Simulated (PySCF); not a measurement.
# MgIn and its ions

ROHF-SCS-MP2; PySCF, scalar-relativistic core potentials, basis sets Mg def2-SVP, In def2-SVP with ECP28. Neutral (ROHF): doublet (π ↑), Re = 3.169 Å, ωe = 103 cm⁻¹, De = 0.17 eV.

MgIn⁺ (RHF): singlet (closed shell), Re = 3.394 Å, ωe = 121 cm⁻¹, De = 0.61 eV to Mg + In⁺. The energies at the minima are -388.82841 hartree for MgIn and -388.64772 for MgIn⁺.

**Question.** Work out the adiabatic ionisation energy, without and with harmonic zero-point energies (1 hartree = 27.2114 eV, 1 eV = 8065.5 cm⁻¹), and the change of the bond length.

**Answer.** At SCS-MP2: 0.18069 hartree = 4.917 eV between the minima; the zero-point term (121.0 − 103.0)/2 cm⁻¹ = +0.001 eV makes it 4.918 eV. Re changes by +22.5 pm against the neutral. The electron leaves a π orbital, and the longer bond of the ion fits a bonding orbital, or a change in how ionic the bond is.

Correlated steps freeze 5 core orbitals. Weak bonds: MgIn. Basis-set superposition, not corrected here, can be much of De in a small basis, most of all at correlated wavefunction levels. These are scalar-relativistic numbers at best; spin–orbit coupling would shift them, the dissociation energy most. For an ion De counts to the pair picked by the measured ionisation energies or electron affinities, which need not be the lowest pair at this level. States were picked by a PBE0 search and need not be the measured ground states.
